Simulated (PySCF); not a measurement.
CH3ClSTe, SMILES CS[Te]Cl.

Geometry: B3LYP-D3(BJ)/def2-SVP. The structure was generated by enumeration, and PubChem lists no compound with its InChIKey, so it may never have been made. The def2 effective core potentials stand for the cores of Te; spin–orbit coupling is left out. One conformer was computed; it need not be the lowest.

Method: TDDFT-LC-ωPBE/def2-SVPD run with PySCF.

Vertical excitations. The molecule is in vacuum.

| state | energy (eV) | λ (nm) | f | main pairs |
|---|---|---|---|---|
| S1 | 2.57 | 483 | 0.000 | HOMO→LUMO 95 % |
| S2 | 3.58 | 346 | 0.001 | HOMO→LUMO+1 91 % |
| S3 | 4.51 | 275 | 0.014 | HOMO−1→LUMO+1 59 %, HOMO−1→LUMO 32 % |
| S4 | 4.92 | 252 | 0.026 | HOMO−1→LUMO 45 %, HOMO−2→LUMO 24 %, HOMO−1→LUMO+1 23 % |
| S5 | 4.94 | 251 | 0.017 | HOMO−2→LUMO 66 %, HOMO−1→LUMO 12 % |
| S6 | 5.67 | 219 | 0.002 | HOMO−3→LUMO 87 % |
| S7 | 6.25 | 198 | 0.022 | HOMO−4→LUMO 71 %, HOMO−2→LUMO+1 11 % |
| S8 | 6.57 | 189 | 0.103 | HOMO−2→LUMO+1 29 %, HOMO→LUMO+6 25 %, HOMO−4→LUMO 9 %, HOMO→LUMO+2 8 % |
| S9 | 6.73 | 184 | 0.123 | HOMO→LUMO+2 47 %, HOMO→LUMO+5 17 %, HOMO−2→LUMO+1 11 % |
| S10 | 6.85 | 181 | 0.119 | HOMO−1→LUMO+6 47 %, HOMO−2→LUMO+1 17 %, HOMO−1→LUMO+4 11 % |
| T1 | 1.84 | 674 | 0 | HOMO→LUMO 94 % |
| T2 | 2.89 | 428 | 0 | HOMO→LUMO+1 90 % |
| T3 | 3.81 | 325 | 0 | HOMO−1→LUMO 45 %, HOMO−1→LUMO+1 44 % |
| T4 | 4.17 | 297 | 0 | HOMO−2→LUMO 40 %, HOMO−1→LUMO 25 %, HOMO−1→LUMO+1 22 % |
Triplets are in the Tamm–Dancoff approximation, which puts them higher than full response would, so one can lie above its singlet here.
